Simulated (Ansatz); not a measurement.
# Worked example: SiH(CH3)2Br + C2H5Si → SiH(CH3)2 + C2H5BrSi

Species: SiH(CH3)2Br, singlet; C2H5Si `C=C[SiH2]`, doublet; SiH(CH3)2, doublet; C2H5BrSi `C=C[SiH2]Br`, singlet. A radical takes Br: the energy is the difference in strength between two Si–Br bonds in different surroundings.

Shapes, held fixed at every level: PBE0-D4/def2-TZVP. Flexible molecules stand in one conformer, not always the lowest. Programs: Ansatz 0.2.0. The zero-point and thermal change to 298 K, harmonic and unscaled (PBE0-D4/def2-TZVP), is +1.6 kJ/mol.

At B2PLYP/def2-TZVPP; 1 Eh = 2625.50 kJ/mol:

```
    species   energy (Eh)
SiH(CH3)2Br  -2943.604349
     C2H5Si   -368.473002
  SiH(CH3)2   -369.716745
   C2H5BrSi  -2942.352603
```

Task: Work out ΔH(298 K) of the reaction at this level.

Result: 
1. Products less reactants: (-369.716745) + (-2942.352603) − [(-2943.604349) + (-368.473002)] = 0.008003 Eh = +21.0 kJ/mol.
2. With the thermal change: +21.0 + (+1.6) = +22.6 kJ/mol.

Other levels give +24.0 (wB97X-V/def2-TZVPP) to +29.0 kJ/mol (r2SCAN-D4/def2-TZVPP). No measured value is set beside it here. Spin contamination: C2H5Si (⟨S²⟩ up to 0.90). Open shells run unrestricted. Relativity is left out for Br. Outer-core shells of Br are correlated, in sets that cover them unevenly.
